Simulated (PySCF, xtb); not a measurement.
Si(F)2(H)(SH) (F2H2SSi), SMILES F[SiH](F)S.

Geometry: PBE0-D3(BJ)/def2-SVP. Other conformers were not sampled.

These are C-PCM-ωB97X/def2-SVP (PySCF) values and carry that method's errors.

The values are the electrostatic part of the solvation free energy, E(continuum) − E(gas) at the gas-phase geometry, in a cavity of scaled van der Waals radii (PySCF's table); cavitation and dispersion terms are not included. In vacuum the orbital gap is 13.17 eV. The dipole moment in vacuum is 2.14 D.

```tsv
solvent	ε	ΔG(elec) (kcal/mol)	dipole (D)	gap (eV)
water	78.36	-4.1	2.70	13.42
benzene	2.27	-2.2	2.43	13.31
2-propanol	19.26	-3.9	2.67	13.41
```

For comparison, GFN2-xTB/ALPB(water) (xtb, at the GFN2-xTB geometry, all terms of that model) gives -0.1 kcal/mol.
